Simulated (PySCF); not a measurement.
Ionising IO

PBE0; PySCF, scalar-relativistic core potentials, basis sets I aug-cc-pVDZ-PP with ECP28, O aug-cc-pVDZ. Neutral (UKS): doublet (π ↑), Re = 1.913 Å, ωe = 675 cm⁻¹, De = 2.32 eV, HOMO -7.33 eV, LUMO -4.47 eV.

IO⁺ (UKS): triplet (π ↑↑), Re = 1.831 Å, ωe = 826 cm⁻¹, De = 3.13 eV to I⁺ + O. The energies at the minima are -370.77521 hartree for IO and -370.41693 for IO⁺.

Q: Work out the adiabatic ionisation energy, without and with harmonic zero-point energies (1 hartree = 27.2114 eV, 1 eV = 8065.5 cm⁻¹), and the change of the bond length.

A: At PBE0: 0.35828 hartree = 9.749 eV between the minima; the zero-point term (826.0 − 675.0)/2 cm⁻¹ = +0.009 eV makes it 9.759 eV. Re changes by -8.2 pm against the neutral. The electron leaves a π orbital, and the shorter bond of the ion fits an antibonding orbital, or a change in how ionic the bond is.

IO⁻ (UKS): singlet (closed shell), Re = 1.970 Å, ωe = 604 cm⁻¹, De = 1.39 eV to I⁻ + O. The energies at the minima are -370.77521 hartree for IO and -370.86214 for IO⁻.

Q: Work out the adiabatic electron affinity, without and with harmonic zero-point energies (1 hartree = 27.2114 eV, 1 eV = 8065.5 cm⁻¹), and the change of the bond length.

A: At PBE0: 0.08693 hartree = 2.365 eV between the minima; the zero-point term (675.0 − 604.0)/2 cm⁻¹ = +0.004 eV makes it 2.370 eV. Re changes by +5.7 pm against the neutral. The electron enters a π orbital, and the longer bond of the ion fits an antibonding orbital, or a change in how ionic the bond is.

Spin–orbit coupling is left out, which matters for elements this heavy, above all for dissociation energies. For an ion De counts to the pair picked by the measured ionisation energies or electron affinities, which need not be the lowest pair at this level. States were picked by a PBE0 search and need not be the measured ground states.
